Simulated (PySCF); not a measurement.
Identify the unknown among the candidates.

All candidates are C8H9NO.

| technique | computed result |
| --- | --- |
| Rotational structure | rotational constants A, B, C: 2.628, 0.957, 0.705 GHz [GFN2-xTB] |
| NMR, other nuclei | isotropic shieldings of nuclei other than C and H, by class: 191 (1 N), -309 (1 O) ppm [GIAO PBE0/pcSseg-1] |
| 13C NMR | chemical shifts (computed TMS as zero) by class: 200.7 (1 C), 152.3 (1 C), 141.3 (1 C), 134.7 (1 C), 122.4 (1 C), 121.2 (1 C), 117.6 (1 C), 29.0 (1 C) ppm [GIAO PBE0/pcSseg-1] |
| 1H NMR | chemical shifts (computed TMS as zero) by class: 7.72 (1 H), 7.47 (1 H), 7.27 (1 H), 6.85 (1 H), 3.60 (2 H), 2.59 (3 H) ppm [GIAO PBE0/pcSseg-1] |
| Dipole | 3.21 D [PBE0/pcSseg-1] |

Electronic properties: PySCF, gas phase, density fitting. Levels stand in brackets. One conformer (not necessarily the lowest) at the GFN2-xTB geometry, without solvent, vibrations or thermal averaging. NMR values are class means; diastereotopic atoms form classes of their own.

Task: Which candidate is it?
A. `[H]/N=C\c1ccc(CO)cc1`
B. `C=C/C=C(\OC)C(=C)C#N`
C. `CC(=O)c1cccc(N)c1`

Result: C. It is `CC(=O)c1cccc(N)c1`. Numbering: `[CH3:1][C:2](=[O:3])[c:4]1[cH:5][cH:6][cH:7][c:8]([NH2:9])[cH:10]1`. Its formula, C8H9NO, gives 5 degrees of unsaturation: 1 ring and 4 π bonds in the structure found (Kekulé form). 8 carbons fall into 8 classes; from least to most shielded: ketone carbonyl carbon [C2] (200.7 ppm), aromatic carbon bearing nitrogen [C8] (152.3 ppm), substituted aromatic carbon [C4] (141.3 ppm), aromatic CH carbon [C6] (134.7 ppm), aromatic CH carbon [C5] (122.4 ppm), aromatic CH carbon [C7] (121.2 ppm), aromatic CH carbon [C10] (117.6 ppm), methyl carbon next to a carbonyl [C1] (29.0 ppm). Hydrogen classes from least to most shielded: 1 H on an aromatic CH carbon, C10 (7.72 ppm), 1 H on an aromatic CH carbon, C6 (7.47 ppm), 1 H on an aromatic CH carbon, C5 (7.27 ppm), 1 H on an aromatic CH carbon, C7 (6.85 ppm), 2 H on an aniline-type nitrogen, N9 (3.60 ppm), 3 H on a methyl carbon next to a carbonyl, C1 (2.59 ppm, a mean of values up to 0.5 ppm apart in this geometry). The other shieldings belong to: 191 ppm, aniline-type nitrogen [N9]; -309 ppm, ketone oxygen [O3]. By its constants the optimised geometry is an asymmetric top.

The others, at the same levels:
- `C=C/C=C(\OC)C(=C)C#N` fails: its computed 13C shifts are 160.9 (1 C), 138.4 (1 C), 135.9 (1 C), 133.7 (1 C), 129.3 (1 C), 124.5 (1 C), 122.3 (1 C), 60.0 (1 C) ppm, 1H shifts are 7.22 (1 H), 6.75 (1 H), 6.29 (1 H), 6.27 (1 H), 5.84 (1 H), 5.74 (1 H), 3.69 (3 H) ppm and rotational constant A is 1.622 GHz (against 2.628 GHz).
- `[H]/N=C\c1ccc(CO)cc1` fails: it has 6 carbon classes against 8; its computed 13C shifts are 171.0 (1 C), 151.2 (1 C), 137.2 (1 C), 135.9 (2 C), 133.0 (2 C), 71.7 (1 C) ppm, 1H shifts are 11.83 (1 H), 8.49 (1 H), 7.84 (2 H), 7.81 (2 H), 4.83 (2 H), 0.42 (1 H) ppm and rotational constant A is 4.266 GHz (against 2.628 GHz).

Each candidate is one conformer, not necessarily the lowest. The conformers computed, where there is a choice (atom-mapped SMILES and torsion angles):
- `[CH3:1][C:2](=[O:3])[c:4]1[cH:5][cH:6][cH:7][c:8]([NH2:9])[cH:10]1`: C1–C2–C4–C5 0°, H–N9–C8–C7 21°, H–N9–C8–C7 164°
- `[CH2:1]=[CH:2]/[CH:3]=[C:4](\[O:5][CH3:6])[C:7](=[CH2:8])[C:9]#[N:10]`: C1–C2–C3–C4 -179°, C3–C4–O5–C6 105°, C3–C4–C7–C8 164°
- `[H]/[N:1]=[CH:2]\[c:3]1[cH:4][cH:5][c:6]([CH2:7][OH:8])[cH:9][cH:10]1`: N1–C2–C3–C4 177°, C5–C6–C7–O8 72°, H–O8–C7–C6 58°
